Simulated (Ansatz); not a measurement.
# Energy profile

The step: ZnH₂O ([OH][ZnH]) + H₂O → ZnH₂O₂ ([OH][Zn][OH]) + H₂; bonds formed: H2–H4; dative contacts that become bonds: Zn1–O5; bonds broken: Zn1–H2, H4–O5 (atoms numbered as in the saddle structure below).

```xyz
7
angstrom
Zn 0.2025 -0.3736 -0.0279
H -0.5526 0.6806 -1.3453
O 0.7154 -2.0508 0.3065
H -0.4800 1.2592 -0.5421
O 0.0144 1.4397 0.6432
H 0.6195 -2.6500 -0.4357
H -0.5192 1.6947 1.4013
```

Electronic energies by CCSD(T) at an estimated basis limit (MP2 extrapolated from triple and quadruple zeta, plus CCSD(T) − MP2 in triple zeta), on PBE0-D4/def2-TZVP structures; ZnH$_{4}$O$_{2}$, singlet; no counterpoise correction. Computed with Ansatz 0.2.0 (basis: def2-TZVPP and def2-QZVPP); correlated methods freeze the cores. The 3s and 3p shells of Cu and Zn are frozen; filled d shells are correlated. Extrapolation: Hartree–Fock as exp(−7.88 √X), correlation as X^−2.97.

Task: Give the profile in kJ/mol, counted from the separated reactants. (An estimate is asked for; the value comes from the calculation.)

Result: The calculation gives:
| point | kJ/mol |
| --- | --- |
| separated: ZnH$_{2}$O (linked as [OH][ZnH]; Zn1, H2, O3, H6; singlet) + H$_{2}$O (H4, O5, H7; singlet) | 0.0 |
| start structure | -53.8 |
| saddle | 90.6 |
| end structure | -17.6 |
| separated: ZnH$_{2}$O$_{2}$ (linked as [OH][Zn][OH]; Zn1, O3, O5, H6, H7; singlet) + H$_{2}$ (H2, H4; singlet) | -10.4 |

The T1 diagnostic stays at or below 0.018.

The step is the kind of ligand exchange by which a precursor binds to a hydroxyl group, or is hydrolysed, in atomic layer deposition of oxides.

For scale, one of the runs: CCSD(T)/def2-TZVPP, 182 basis functions, launched by `ansatz run in.yaml --threads 4 --pin off --events-out ev --progress --plain --max-ram 9574MiB`. The run took 31 s on 4 CPU threads of an Arm Neoverse V2 (shared host), with 1.9 GiB of host memory at its peak.
